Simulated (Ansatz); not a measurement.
Ansatz (a program for electronic structure) input for C₄H₈OSi, SMILES C[SiH]1CC(=O)C1, CAM-B3LYP/def2-SVPD. The structure is a stationary point at r2SCAN-D4/def2-SVP. The structure was generated by enumeration, and PubChem lists no compound with its InChIKey, so it may never have been made.

Ansatz 0.2 input:
```yaml
crystal:
  periodic: [false, false, false]
  atoms:
    - {symbol: C, position_ang: [2.56090604, 0.28524189, -0.00000000]}
    - {symbol: Si, position_ang: [0.84333747, -0.45760771, -0.00000000]}
    - {symbol: C, position_ang: [-0.46520880, 0.25350281, 1.19990365]}
    - {symbol: C, position_ang: [-1.41562459, 0.17847327, 0.00000000]}
    - {symbol: O, position_ang: [-2.58424608, -0.12265326, 0.00000000]}
    - {symbol: C, position_ang: [-0.46520880, 0.25350281, -1.19990365]}
    - {symbol: H, position_ang: [2.51416421, 1.38567387, 0.00000000]}
    - {symbol: H, position_ang: [3.12815860, -0.03265744, -0.88957095]}
    - {symbol: H, position_ang: [3.12815860, -0.03265743, 0.88957095]}
    - {symbol: H, position_ang: [0.87684363, -1.94870353, 0.00000001]}
    - {symbol: H, position_ang: [-0.83952133, -0.21119044, 2.12247298]}
    - {symbol: H, position_ang: [-0.19511067, 1.30706732, 1.40201658]}
    - {symbol: H, position_ang: [-0.19511067, 1.30706731, -1.40201659]}
    - {symbol: H, position_ang: [-0.83952133, -0.21119044, -2.12247298]}
basis:
  gaussian:
    orbitals: def2-SVPD
hamiltonian:
  xc: {name: CAM-B3LYP}
```

Output:

```
WARN ansatz: RAYON_NUM_THREADS=2 ignored (pool sized by the plan → 2); use --threads N
Functional definition: CAM-B3LYP
integrals: 0.16 GiB planned
1610 factors; their error is unknown
integrals: 0.19 GiB planned
675 factors; integrals over basis functions are off by at most 2.5e-5 eV
mean field: 1.55 GiB planned
mean field evaluation 1: about -14184.5222 eV, gradient 6.3e1 eV
mean field evaluation 2: about -14182.6535 eV, gradient 7.4e1 eV
mean field evaluation 4: about -14193.0991 eV, gradient 2.4e0 eV
mean field evaluation 8: about -14193.1165 eV, gradient 2.0e-1 eV
mean field evaluation 16: about -14193.1230 eV, gradient 2.1e-4 eV
mean field -14193.12304994 eV, -521.5876516409 hartree, gradient 5.2e-5 eV, S^2 0.000000; 0 other end points of the search recorded, 0 dependent functions left out
reference -14193.12320333 eV, -521.5876572778 hartree; 27, 27 occupied and 164, 164 virtual orbitals, 1610 factors
Total energy: -14193.12320333 eV, -521.5876572778 hartree
```

The run converged.
